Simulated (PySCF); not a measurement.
**Electric field gradients and quadrupole coupling constants**

C₄H₁₃NSSi₂.
Geometry (GFN2-xTB, Å), atoms numbered from 1 in this order:
```
atom  x, y, z in Å
C1    -0.4508    2.2123    1.5073
C2    -0.9356    0.9917    1.6714
Si3   -0.7208   -0.4157    0.4374
C4    -2.2961   -0.6223   -0.6078
C5    -2.1756   -1.7051   -1.6730
S6     0.8813    0.0052   -0.9337
Si7    2.6027    0.0465    0.3540
N8     3.8272    0.6007   -0.7037
H9    -0.5998    3.0034    2.2270
H10    0.1267    2.4720    0.6338
H11   -1.5116    0.7764    2.5629
H12   -0.3826   -1.6503    1.1572
H13   -3.1324   -0.8528    0.0538
H14   -2.5340    0.3260   -1.0927
H15   -1.3593   -1.4709   -2.3518
H16   -1.9748   -2.6729   -1.2190
H17   -3.0949   -1.7821   -2.2514
H18    2.4271    1.0248    1.4193
H19    2.7586   -1.2992    0.9093
H20    4.7886    0.6100   -0.4099
H21    3.7474    0.4194   -1.6911
```

Field gradients from the PBE0/pcSseg-1 density (PySCF, non-relativistic), principal values in atomic units, ordered |Vxx| ≤ |Vyy| ≤ |Vzz|:

| atom | Vxx | Vyy | Vzz |
| --- | --- | --- | --- |
| S6 | 0.3273 | 1.2711 | -1.5984 |
| N8 | 0.3639 | 0.6262 | -0.9901 |

Find the asymmetry η = (Vxx − Vyy)/Vzz and the couplings χ = eQV/h (234.96 MHz × Q in barn × V in au), with Q(33S) = −0.0678 b, Q(14N) = 0.02044 b.

```json
{"atom": "S6", "environment": "sulfur bonded to 2 Si", "nucleus": "33S", "η": "0.59", "χzz (MHz)": "25.46", "χxx (MHz)": "-5.21", "χyy (MHz)": "-20.25"}
{"atom": "N8", "environment": "silicon-bound nitrogen", "nucleus": "14N", "η": "0.26", "χzz (MHz)": "-4.755", "χxx (MHz)": "1.748", "χyy (MHz)": "3.007"}
```

What is Vzz at N8 in SI units (1 au = 9.71736 × 10²¹ V/m²)?

-0.9901 au = -9.621 × 10²¹ V/m².

Were the hydrogens deuterons (Q(2H) = 0.00286 b), χzz would run from 107 kHz (H19 and H12) to 292 kHz (H20).

Isolated species at its GFN2-xTB geometry (one conformer only). GFN2-xTB bond lengths can be off by several hundredths of an ångström, more for odd bonds, and the gradients follow them. A larger basis could move these couplings by a tenth or more.

The run behind these numbers computed NMR shieldings as well. On one thread, Arm Neoverse N1 (aarch64), no GPU, on a shared host, this took 77 s of wall time and 1.1 GiB of memory at its peak.
